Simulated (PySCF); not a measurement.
## Re⁺ (rhenium, charge +1) across methods

[Xe] 4f14 5d5 6s1, high-spin 7S determinant. Calculation: PySCF 2.14, in def2-QZVPPD with the def2 core potential (60 electrons); scalar relativity through the core potential.

```tsv
method	E (hartree)	mean ε 5p β (eV)	mean ε 5d α (eV)	mean ε 6s α (eV)	Σ⟨r²⟩ (bohr²)	⟨S²⟩
UHF	-77.31829	-59.447	-19.612	-15.975	41.83	12.004
r2SCAN0	-77.9086	-54.421	-16.003	-14.494	41.49	12.002
HSE06	-77.8961	-53.609	-15.256	-13.778	41.79	12.001
PBE0	-77.8983	-54.021	-15.683	-14.185	41.73	12.001
BP86	-77.9993	-52.071	-14.234	-13.571	41.90	12.001
r2SCAN	-77.9555	-52.449	-14.595	-13.784	41.55	12.002
PBE	-77.9291	-51.815	-14.178	-13.434	41.94	12.001
BLYP	-77.8676	-51.842	-13.811	-13.146	42.07	12.000
LDA	-77.7253	-51.838	-14.245	-13.682	42.16	12.000
```

Energies and moments cover only the electrons outside the core potential. Spin-orbit coupling, which splits the p, d and f shells strongly at this Z, is absent.
